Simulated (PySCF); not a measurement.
CrH2O4, SMILES [Cr](=[O])([OH])(=[O])[OH], multiplicity 1. Atoms are numbered in the order given.

```xyz
7

Cr     0.0000     0.0000     0.0482
O      0.0000     1.2478     0.9687
O      0.0000    -1.2478     0.9687
O     -1.4043     0.0000    -0.9644
H     -2.3078     0.0000    -0.6137
O      1.4043     0.0000    -0.9644
H      2.3078     0.0000    -0.6137
```
Charge 0, spin multiplicity 1.

Coordinates come from a B3LYP-D3(BJ)/def2-SVP optimisation. The geometry has at least one imaginary mode, so it is a saddle point at that level. The multiplicity is an assumed one; other spin states were not compared. The values are those of a single conformer.

Calculation: B3LYP/def2-TZVP in PySCF.

Symmetry labels are those of the subgroup C2v that the program uses (full group C2v).

Computed valence orbital energies around the gap with their symmetry:
```json
[
 {"orbital": "HOMO−7", "symmetry": "A2", "energy (eV)": "-12.26"},
 {"orbital": "HOMO−6", "symmetry": "A1", "energy (eV)": "-12.01"},
 {"orbital": "HOMO−5", "symmetry": "B1", "energy (eV)": "-10.69"},
 {"orbital": "HOMO−4", "symmetry": "A1", "energy (eV)": "-10.43"},
 {"orbital": "HOMO−3", "symmetry": "B1", "energy (eV)": "-10.41"},
 {"orbital": "HOMO−2", "symmetry": "B2", "energy (eV)": "-10.17"},
 {"orbital": "HOMO−1", "symmetry": "A2", "energy (eV)": "-9.23"},
 {"orbital": "HOMO", "symmetry": "B2", "energy (eV)": "-8.95"},
 {"orbital": "LUMO", "symmetry": "A1", "energy (eV)": "-4.24"},
 {"orbital": "LUMO+1", "symmetry": "A2", "energy (eV)": "-3.67"},
 {"orbital": "LUMO+2", "symmetry": "B1", "energy (eV)": "-2.93"},
 {"orbital": "LUMO+3", "symmetry": "A1", "energy (eV)": "-1.99"}
]
```
